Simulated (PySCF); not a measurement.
Compound: C7H4FN.
Structure used (GFN2-xTB), in Å, numbered top down from 1:
```
atom  x, y, z in Å
C1    -0.7982    1.7465    0.0785
C2    -0.7852    0.4330   -0.0498
C3    -1.7788   -0.6408   -0.2737
C4    -0.8087   -1.5805   -0.2529
F5    -0.7965   -2.9010   -0.3829
C6     0.2746   -0.6235   -0.0310
C7     1.6000   -0.6724    0.1191
C8     2.3746    0.4821    0.3248
N9     3.0232    1.4133    0.4937
H10   -1.7166    2.3052    0.0254
H11    0.1106    2.2994    0.2413
H12   -2.8428   -0.6502   -0.3986
H13    2.1393   -1.6105    0.0884
```

The closed-shell SCF was solved with PySCF and density fitting under several settings on one GFN2-xTB geometry (grid level 2 and gas phase unless stated).

```json
{"settings": "X3LYP/STO-3G, IEF-PCM methanol, energy threshold 1e-11 Eh", "basis functions": "49", "SCF cycles": "13", "E (Eh)": "-417.9345", "HOMO (eV)": "-4.55", "LUMO (eV)": "0.60", "dipole (D)": "4.43"}
{"settings": "PBE0/pcSseg-1, grid level 1", "basis functions": "173", "SCF cycles": "12", "E (Eh)": "-423.1020", "HOMO (eV)": "-7.35", "LUMO (eV)": "-2.29", "dipole (D)": "3.86"}
```

Task: Estimate the row for these settings: B97-2/cc-pVDZ, fitting basis def2-qzvpp-jkfit, damping 0.1 at the start, DIIS from the seventh cycle.

Result: 
```csv
settings,basis functions,SCF cycles,E (Eh),HOMO (eV),LUMO (eV),dipole (D)
"B97-2/cc-pVDZ, fitting basis def2-qzvpp-jkfit, damping 0.1 at the start, DIIS from the seventh cycle",146,26,-423.5163,-6.92,-2.11,3.81
```

Task: Over all rows, what range does the HOMO–LUMO gap span?

Result: From 4.81 eV (B97-2/cc-pVDZ, fitting basis def2-qzvpp-jkfit, damping 0.1 at the start, DIIS from the seventh cycle) to 5.15 eV (X3LYP/STO-3G, IEF-PCM methanol, energy threshold 1e-11 Eh). The functional of the narrowest has 21 % exact exchange, that of the widest 22 % exact exchange.

Whole jobs, the steps after the SCF included, on an Arm Neoverse V2 with one thread (shared host):

```
                                                                                            settings                                                                                  work after the SCF  wall time  peak memory
                                           X3LYP/STO-3G, IEF-PCM methanol, energy threshold 1e-11 Eh                         spin–spin couplings from 5 perturbed nuclei, spin–dipole term for 1 of them      5.4 s     0.51 GiB
                                                                         PBE0/pcSseg-1, grid level 1  shieldings, ring-centre shieldings, charges and field gradients, density and orbital grids written       17 s     0.75 GiB
B97-2/cc-pVDZ, fitting basis def2-qzvpp-jkfit, damping 0.1 at the start, DIIS from the seventh cycle                                                                  shieldings, ring-centre shieldings       22 s     0.76 GiB
```

The species at its GFN2-xTB geometry.
